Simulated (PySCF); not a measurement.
A PySCF script (with the pyscf-properties extension) for the NMR shieldings of `C[SiH]1P[SiH2]P[SiH2]P1`, CH11P3Si3, on a GFN2-xTB geometry:

```python
import basis_set_exchange as bse
import numpy as np
from pyscf import gto, dft
from pyscf.prop import nmr

atoms = """
C    -3.048588    0.545659   -0.555255
Si   -1.185034    0.172527   -0.444673
P    -0.151828    1.975183    0.422406
Si    1.996035    1.412304    0.147542
P     2.468693   -0.241289    1.582149
Si    1.287786   -1.947839    0.740496
P    -0.884253   -1.498496    1.033960
H    -3.241451    1.381756   -1.220596
H    -3.599812   -0.313792   -0.924702
H    -3.443054    0.799878    0.425203
H    -0.687675   -0.171281   -1.798634
H    -0.224872    2.721386   -0.733626
H     2.810896    2.568682    0.533155
H     2.331492    1.066453   -1.246946
H     3.647541   -0.598337    0.966185
H     1.606095   -3.135427    1.539428
H     1.634108   -2.239894   -0.663526
H    -1.324838   -2.491155    0.185780
"""
names = dict.fromkeys(["C", "Si", "P", "H"], "pcSseg-1")
basis = {el: gto.basis.parse(bse.get_basis(n, elements=[el], fmt="nwchem")) for el, n in names.items()}
mol = gto.M(atom=atoms, basis=basis, charge=0, verbose=0)
mf = dft.RKS(mol, xc="PBE0")
mf.grids.level = 2
mf.grids.alignment = dft.numint.BLKSIZE   # the property module wants whole blocks of grid points
mf.conv_tol = 1e-9
mf.kernel()

calc = nmr.RKS(mf)   # GIAO
C = mf.mo_coeff
Co = C[:, mf.mo_occ > 0]
resp = mf.gen_response(singlet=True, hermi=2)
def vind(x):   # induced exchange potential for any number of trial vectors
    d = np.einsum("pi,xij,qj->xpq", C, 2 * x.reshape(-1, C.shape[1], Co.shape[1]), Co, optimize=True)
    return np.einsum("xpq,pi,qj->xij", resp(d - d.transpose(0, 2, 1)), C, Co, optimize=True).ravel()
mo1, _ = nmr.rhf.solve_mo1(calc, with_cphf=vind)
sigma = calc.kernel(mo1)
for i, s in enumerate(sigma):   # ppm
    w = np.linalg.eigvalsh((s + s.T) / 2)
    print("%2d %-2s iso %8.1f  s11 %8.1f  s22 %8.1f  s33 %8.1f" % (i, mol.atom_pure_symbol(i), w.mean(), *w))
```

**Question.** Give the expected output.

**Answer.** 
```
 0 C  iso    183.7  s11    179.1  s22    179.3  s33    192.7
 1 Si iso    364.7  s11    334.2  s22    379.0  s33    381.0
 2 P  iso    628.9  s11    578.7  s22    597.7  s33    710.3
 3 Si iso    400.8  s11    373.8  s22    393.7  s33    434.8
 4 P  iso    642.4  s11    588.5  s22    598.8  s33    739.9
 5 Si iso    400.8  s11    373.9  s22    393.8  s33    434.7
 6 P  iso    628.5  s11    578.3  s22    597.3  s33    709.9
 7 H  iso     31.2  s11     26.0  s22     28.8  s33     38.9
 8 H  iso     31.2  s11     26.0  s22     28.8  s33     38.9
 9 H  iso     31.2  s11     26.8  s22     29.2  s33     37.5
10 H  iso     26.3  s11     23.7  s22     24.3  s33     30.9
11 H  iso     31.0  s11     24.6  s22     27.5  s33     41.0
12 H  iso     27.0  s11     22.6  s22     24.6  s33     33.8
13 H  iso     26.6  s11     22.7  s22     24.8  s33     32.2
14 H  iso     31.0  s11     24.7  s22     26.6  s33     41.6
15 H  iso     27.0  s11     22.6  s22     24.6  s33     33.8
16 H  iso     26.6  s11     22.7  s22     24.8  s33     32.2
17 H  iso     31.0  s11     24.5  s22     27.5  s33     41.0
```

These numbers come from an equivalent density-fitted implementation of the same equations, which agrees with the script to about 0.01 ppm for H and up to a few tenths of a ppm for heavy atoms, so last digits may differ.

Size and cost of the density-fitted run: 216 basis functions, 36 s wall time on 1 thread of an Arm Neoverse V2, shared host.
